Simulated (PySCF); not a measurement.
Er(3+): interval between two levels

Er(3+) [Xe] 4f11 [4I15/2, M_J = 15/2] → Er(3+) [Xe] 4f10 6p1 [6K19/2, M_J = 19/2], as a difference of total energies. Computed with PySCF 2.14 in x2c-TZVPall-2c (11s11p10d4f1g, 131 functions), with the two-component X2C-1e Hamiltonian. Correlated levels: [Ar] 3d10 frozen; the 18 highest virtual spinors dropped. "Screened" scales the spin-orbit matrix elements by Boettger's factors to mimic the two-electron term; Breit and QED terms are absent.

```
                    method  interval between two levels (cm⁻¹)
 GHF (screened spin-orbit)                              129370
GMP2 (screened spin-orbit)                              154590
```

The labels give the starting determinants; with spin-orbit coupling the two ends relaxed to ⟨J²⟩ = 63.76, ⟨L²⟩ = 42.43, ⟨S²⟩ = 3.77 and ⟨J²⟩ = 99.75, ⟨L²⟩ = 57.11, ⟨S²⟩ = 8.52.
